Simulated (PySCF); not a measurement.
C4H5N2, SMILES c1cnc[nH+]c1, charge +1. The structure is a stationary point at PBE-D3(BJ)/def2-SVP. The isomer is the one that the SMILES or the coordinates give; other isomers of the formula were not compared.

Q: Give the equilibrium geometry at PBE-D3(BJ)/def2-SVP (PySCF confirms it by a frequency run) as bond lengths and angles, and its point group. (Estimate from the structure and the level; the computed values follow.)

A: point group Cs.
Atoms: C1 C2 N3 C4 N5 C6 H7 H8 H9 H10 H11. Bonds (Å): C1–C2 1.410, C1–C6 1.391, C1–H7 1.099, C2–N3 1.347, C2–H8 1.104, N3–C4 1.318, C4–N5 1.363, C4–H9 1.104, N5–C6 1.358, N5–H10 1.031, C6–H11 1.100. Bond angles (°): C2–C1–C6 117.4, C2–C1–H7 122.0, C6–C1–H7 120.7, C1–C2–N3 122.6, C1–C2–H8 120.9, N3–C2–H8 116.5, C2–N3–C4 118.1, N3–C4–N5 122.2, N3–C4–H9 120.7, N5–C4–H9 117.1, C4–N5–C6 121.6, C4–N5–H10 119.0, C6–N5–H10 119.5, C1–C6–N5 118.1, C1–C6–H11 124.4, N5–C6–H11 117.5.
Charge +1, spin multiplicity 1.
